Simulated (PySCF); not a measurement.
I2In (SMILES [I][In+][I]), charge +1, singlet, at a GFN2-xTB geometry (such geometries of metal compounds can be far from the true shape) (core potentials on I, In); PySCF with SVWN5/def2-SV(P).

Input for PySCF:
```python
from pyscf import gto, scf, dft

mol = gto.Mole()
mol.atom = '''
    In    0.000000    0.000000    0.000000
    I    -0.000000   -0.000000   -2.718546
    I     0.000000    0.000000    2.718546
'''
mol.basis = 'def2-sv(p)'
mol.ecp = {'I': 'def2-sv(p)', 'In': 'def2-sv(p)'}
mol.charge = 1
mol.spin = 0
mol.verbose = 4
mol.build()

mf = dft.RKS(mol)
mf.xc = 'lda,vwn'
mf.kernel()
```

Output, abridged:

```
PySCF version 2.14.0

[INPUT] verbose = 4
[INPUT] num. atoms = 3
[INPUT] num. electrons = 70
[INPUT] charge = 1
[INPUT] spin (= nelec alpha-beta = 2S) = 0
[INPUT] symmetry False subgroup None
[INPUT] Mole.unit = angstrom
[INPUT] Symbol           X                Y                Z      unit          X                Y                Z       unit  Magmom
[INPUT]  1 In     0.000000000000   0.000000000000   0.000000000000 AA    0.000000000000   0.000000000000   0.000000000000 Bohr   0.0
[INPUT]  2 I      0.000000000000   0.000000000000  -2.718546000000 AA    0.000000000000   0.000000000000  -5.137307397032 Bohr   0.0
[INPUT]  3 I      0.000000000000   0.000000000000   2.718546000000 AA    0.000000000000   0.000000000000   5.137307397032 Bohr   0.0

nuclear repulsion = 265.216755529794
number of shells = 30
number of NR pGTOs = 183
number of NR cGTOs = 78
basis = def2-sv(p)
ecp = {'I': 'def2-sv(p)', 'In': 'def2-sv(p)'}

******** <class 'pyscf.dft.rks.RKS'> ********
method = RKS
initial guess = minao
damping factor = 0
level_shift factor = 0
DIIS = <class 'pyscf.scf.diis.CDIIS'>
diis_start_cycle = 1
diis_space = 8
diis_damp = 0
SCF conv_tol = 1e-09
SCF conv_tol_grad = None
SCF max_cycles = 50
direct_scf = True
direct_scf_tol = 1e-13
XC library pyscf.dft.libxc version 7.1.2
    S. Lehtola, C. Steigemann, M. J. T. Oliveira, and M. A. L. Marques,  SoftwareX 7, 1–5 (2018)
XC functionals = lda,vwn
    P. A. M. Dirac,  Math. Proc. Cambridge Philos. Soc. 26, 376 (1930)
    F. Bloch,  Z. Phys. 57, 545 (1929)
    S. H. Vosko, L. Wilk, and M. Nusair,  Can. J. Phys. 58, 1200 (1980)
radial grids:
    Treutler-Ahlrichs [JCP 102, 346 (1995); DOI:10.1063/1.469408] (M4) radial grids

becke partition: Becke, JCP 88, 2547 (1988); DOI:10.1063/1.454033
pruning grids: <function nwchem_prune>
grids dens level: 3
symmetrized grids: False
atomic radii adjust function: <function treutler_atomic_radii_adjust>
small_rho_cutoff = 0
Set gradient conv threshold to 3.16228e-05
Initial guess from minao.
tot grids = 65792
init E= -700.967917751397
  HOMO = -1.63466928514851  LUMO = -1.54186679020232  gap/eV = 2.52528
cycle= 1 E= -780.989560298296  delta_E=  -80  |g|= 4.78  |ddm|= 17.4
  HOMO = -0.152023429015151  LUMO = -0.116990873214945  gap/eV = 0.95328
cycle= 2 E= -779.867664999476  delta_E= 1.12  |g|= 4.03  |ddm|= 11.8
  HOMO = -0.491698247725533  LUMO = -0.241439170579191  gap/eV = 6.80990
cycle= 3 E= -782.963415962841  delta_E= -3.1  |g|= 1.69  |ddm|=    7
  HOMO = -0.437348790759659  LUMO = -0.382205378665256  gap/eV = 1.50053
cycle= 4 E= -783.996549462902  delta_E= -1.03  |g|= 0.771  |ddm|= 3.98
  HOMO = -0.42170691671356  LUMO = -0.363181916083834  gap/eV = 1.59255
cycle= 5 E= -784.20732542484  delta_E= -0.211  |g|= 0.129  |ddm|= 1.35
  HOMO = -0.436423045233593  LUMO = -0.381108556897059  gap/eV = 1.50518
cycle= 6 E= -784.210677171401  delta_E= -0.00335  |g|= 0.0729  |ddm|= 0.291
  HOMO = -0.436163249999414  LUMO = -0.379731635148065  gap/eV = 1.53558
cycle= 7 E= -784.212868083418  delta_E= -0.00219  |g|= 0.00865  |ddm|= 0.12
  HOMO = -0.43499445648056  LUMO = -0.378824509759257  gap/eV = 1.52846
cycle= 8 E= -784.21289965648  delta_E= -3.16e-05  |g|= 0.00156  |ddm|= 0.0199
  HOMO = -0.435106818440309  LUMO = -0.378833751385883  gap/eV = 1.53127
cycle= 9 E= -784.212900831179  delta_E= -1.17e-06  |g|= 7.7e-05  |ddm|= 0.00321
  HOMO = -0.435116240542577  LUMO = -0.378852679815784  gap/eV = 1.53101
cycle= 10 E= -784.212900833219  delta_E= -2.04e-09  |g|= 2.82e-05  |ddm|= 0.000262
  HOMO = -0.435115835823597  LUMO = -0.378851442270485  gap/eV = 1.53103
cycle= 11 E= -784.212900833577  delta_E= -3.59e-10  |g|= 1.38e-06  |ddm|= 5.44e-05
  HOMO = -0.435116011238408  LUMO = -0.378851359718102  gap/eV = 1.53104
Extra cycle  E= -784.212900833572  delta_E= 5.46e-12  |g|= 3.27e-06  |ddm|= 7.94e-06
converged SCF energy = -784.212900833572
```
